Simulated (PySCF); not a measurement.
Sn(OH)3(OSiH3) (H6O4SiSn), SMILES [Sn]([O][SiH3])([OH])([OH])[OH]. Geometry: PBE-D3(BJ)/def2-SVP. The def2 effective core potentials stand for the cores of Sn; spin–orbit coupling is left out. The values are those of a single conformer.

Computed equilibrium geometry at PBE-D3(BJ)/def2-SVP (PySCF confirms it by a frequency run) as Cartesian coordinates in Å (one conformer of several):
```xyz
12

O      1.2345     1.6110     1.1932
Sn     0.4818     0.2610    -0.0679
O      1.2070    -1.5908     0.0557
O      0.8315     0.8908    -1.9265
O     -1.4377     0.0914     0.4346
Si    -2.4214    -1.2746     0.3518
H      0.6497     1.6422     1.9778
H      1.9006    -1.7032    -0.6251
H      0.8078     1.8690    -1.9341
H     -2.3031    -1.9698    -0.9800
H     -2.0898    -2.2624     1.4387
H     -3.8364    -0.8020     0.5351
```
Charge 0, spin multiplicity 1.
